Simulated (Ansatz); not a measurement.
Job for Ansatz (a quantum-chemistry and plane-wave program): U-CCSD(T)/cc-pVTZ on CH3N (SMILES C=N), 2S+1 = 3, a spin state set in the input, which need not be the lowest.

Ansatz 0.2 input:
```yaml
crystal:
  periodic: [false, false, false]
  atoms:
    - {symbol: C, position_ang: [-0.60122380, 0.11814468, -0.21424507]}
    - {symbol: N, position_ang: [0.64856295, -0.13392264, 0.27948061]}
    - {symbol: H, position_ang: [-1.29826555, -0.71824146, -0.24357186]}
    - {symbol: H, position_ang: [-1.02814893, 1.09708749, -0.00052811]}
    - {symbol: H, position_ang: [1.39381662, -0.15025566, -0.42679388]}
basis:
  gaussian:
    orbitals: cc-pVTZ
magnetization: {spin_polarized: true, initial_magnetization: 2}
correlation: {method: ccsd_t, electrons: outside_noble_gas}
scf: {omitted_lower_state_checks: [cluster_reference]}
```

The head of its log:

```
WARN ansatz: RAYON_NUM_THREADS=2 ignored (pool sized by the plan → 2); use --threads N
Functional definition: HF
these checks for a lower state are left out or cut short: cluster_reference
integrals: 0.18 GiB planned
586 factors; integrals over basis functions are off by at most 9.0e-4 eV
mean field: 0.19 GiB planned
mean field evaluation 1: about -2555.9772 eV, gradient 1.5e1 eV
mean field evaluation 2: about -2555.9797 eV, gradient 1.5e1 eV
mean field evaluation 4: about -2557.7540 eV, gradient 2.8e0 eV
mean field evaluation 8: about -2557.8851 eV, gradient 2.2e-1 eV
mean field -2557.88640445 eV, -94.0005915658 hartree, gradient 4.3e-6 eV, S^2 2.015997; 0 other end points of the search recorded, 0 dependent functions left out
2 core orbitals not correlated
reference -2557.88640445 eV, -94.0005915658 hartree; 7, 5 occupied and 93, 95 virtual orbitals, 586 factors
```

What total energy does the run end on?

-94.3638 hartree (reference determinant -94.0006, T1 diagnostic 0.021).
